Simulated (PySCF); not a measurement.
# Electronic structure of Hf (hafnium, neutral) at the UHF level

Configuration: [Xe] 4f14 5d3 6s1, high-spin 5F determinant (an excited configuration). All numbers are calculated (PySCF 2.14, a scalar-relativistic core potential, in aug-cc-pVTZ-PP with one added diffuse shell each of s, p, d, f, g type with ECP60MDF (7s7p6d4f3g, 113 functions)).

```json
{"Total energy": "-47.914543 hartree", "One-electron energy": "-80.1741 hartree", "Hartree (Coulomb) energy": "37.7662 hartree", "Exchange energy": "-5.5066 hartree", "⟨S²⟩": "6.0064", "⟨L²⟩": "12.039", "Sum of ⟨r⟩": "22.05 bohr", "Sum of ⟨r²⟩": "55.61 bohr²"}
```

```
shell  electrons  mean orbital energy (hartree)  rms radius, mean of both spins (bohr)
 5s α          1                       -2.87095                                   1.23
 5s β          1                       -2.79677                                   1.23
 5p α          3                       -1.57309                                   1.46
 5p β          3                       -1.45299                                   1.46
 6s α          1                       -0.25666                                   3.92
 5d α          3                       -0.21744                                   2.85
```

Energies and moments cover only the electrons outside the core potential. Spin-orbit coupling, absent here, splits the open shell strongly.
